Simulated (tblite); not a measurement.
Compound: C4H10ClSi (doublet state).
Cartesian coordinates in Å at the GFN2-xTB level; atoms count from 1:
```xyz
16
C4H10ClSi angstrom
C      2.425    0.757    0.187
Si     1.261   -0.640    0.428
C     -0.507   -0.063   -0.123
C     -0.983    1.173    0.614
C     -1.527   -1.181   -0.030
Cl    -0.339    0.373   -1.869
H      2.480    1.308   -0.736
H      3.119    1.071    0.945
H      1.550   -1.808   -0.413
H      1.171   -1.035    1.839
H     -0.283    1.995    0.486
H     -1.063    0.952    1.677
H     -1.962    1.491    0.253
H     -1.634   -1.489    1.009
H     -1.216   -2.042   -0.616
H     -2.501   -0.852   -0.395
```

Method: GFN2-xTB as coded in tblite; computed harmonic values from a numerical Hessian at the method's own geometry, unscaled. Errors from tens to a few hundred cm⁻¹ against measured bands are possible. Modes of hydrogen on silicon can be 10 to 20 % off. One conformer, not necessarily the lowest. Open shells enter through the occupations alone, without spin polarisation, and single modes of such species can be off by tens of per cent.

Harmonic wavenumbers (cm⁻¹): 57.4, 84.5, 135.1, 182.8, 216.9, 237.0, 246.3, 319.2, 334.5, 346.5, 457.6, 521.2, 538.5, 589.4, 658.5, 699.0, 739.6, 778.4, 858.8, 947.2, 965.2, 1013.4, 1113.3, 1183.9, 1187.2, 1379.9, 1402.7, 1416.4, 1482.1, 1488.8, 1492.1, 1501.7, 2205.4, 2224.4, 2999.3, 3001.9, 3015.7, 3021.6, 3035.6, 3036.5, 3096.0, 3141.4.

A = 2728, B = 1782, C = 1518 MHz; mass 121.024 u (most abundant isotopes); point group C1, symmetry number 1; spin multiplicity 2.

What is the zero-point energy?

Half the sum of the wavenumbers: 26676 cm⁻¹ = 76.27 kcal/mol.

Give the ideal-gas entropy at 350 K and 1 bar in the rigid-rotor, harmonic-oscillator model (classical rotation).

Translation 41.11, rotation 28.65, vibration 32.06, spin (R ln 2) 1.38: S = 103.2 cal/(mol K).

And Cp and H(350 K) − H(0)?

Cp = 40.92 cal/(mol K), of which vibrations give 32.97 (their classical limit is 42 R = 83.5); H(350 K) − H(0) = 8.82 kcal/mol without the zero-point energy, 6.04 from vibrations.

Which modes carry the vibrational entropy at 350 K?

57.4 cm⁻¹: 4.86; 84.5 cm⁻¹: 4.10; 135.1 cm⁻¹: 3.18; 182.8 cm⁻¹: 2.60; 216.9 cm⁻¹: 2.28; 237.0 cm⁻¹: 2.12 cal/(mol K); the other 36 give 12.92 together.

How do the functions run with temperature in this model?

| T (K) | S (cal/(mol K)) | Cp (cal/(mol K)) | H − H(0) (kcal/mol) | G − H(0) (kcal/mol) | ln q(vib) |
| --- | --- | --- | --- | --- | --- |
| 100 | 68.1 | 18.2 | 1.23 | -5.58 | 1.29 |
| 200 | 84.0 | 28.4 | 3.58 | -13.22 | 3.69 |
| 300 | 97.2 | 37.1 | 6.87 | -22.29 | 6.21 |
| 500 | 119.5 | 50.6 | 15.71 | -44.03 | 11.09 |
| 800 | 146.3 | 63.7 | 33.01 | -84.07 | 17.78 |
| 1000 | 161.2 | 69.6 | 46.36 | -114.86 | 21.80 |

q(vib) and H(0) count from the zero-point level.

Hindered rotation and anharmonicity are outside this model. Other conformers, if any are populated, would add a mixing term that is left out. The structure is chiral; the term R ln 2 for an equal mix with its mirror image is left out.
